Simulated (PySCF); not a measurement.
A GIAO shielding run with PySCF 2.14.0 with density-fitted response routines (density fitting, non-relativistic, gas phase) on SMILES C=NC[Si@@H](Cl)CC#N, C$_{4}$H$_{7}$ClN$_{2}$Si:

```
$ OMP_NUM_THREADS=1 python probes_run.py task.json out

{"job": {"kind": "nmr", "xc": "PBE0", "basis": "pcSseg-1"}, "charge": 0, "multiplicity": 1}
C      2.588721     0.473261    -0.305929
N      1.453014    -0.030022    -0.462902
C      0.838273    -0.782269     0.581894
Si    -0.714722     0.209492     1.112925
Cl    -0.149319     2.036387     1.759281
C     -1.787835     0.451077    -0.457746
C     -2.401200    -0.778278    -0.854639
N     -2.885499    -1.771000    -1.151839
H      3.196967     0.350141     0.596913
H      3.007111     1.061607    -1.108530
H      0.514707    -1.735356     0.159769
H      1.514348    -0.984868     1.426053
H     -1.449274    -0.483980     2.168344
H     -2.571845     1.190415    -0.286054
H     -1.157859     0.801382    -1.278628
```

Hardware: 1 thread of an Intel Xeon, shared host. The job also computes population analyses, field gradients.

(1) How large is the calculation?

(2) How long does it take, and how much memory does it need?

Results:

(1) 76 electrons, 185 basis functions and 996 auxiliary functions.

(2) 70 s of wall time, with 14 SCF cycles and 5 response iterations; peak memory 0.83 GiB. Times on a shared host scatter by some tens of per cent.
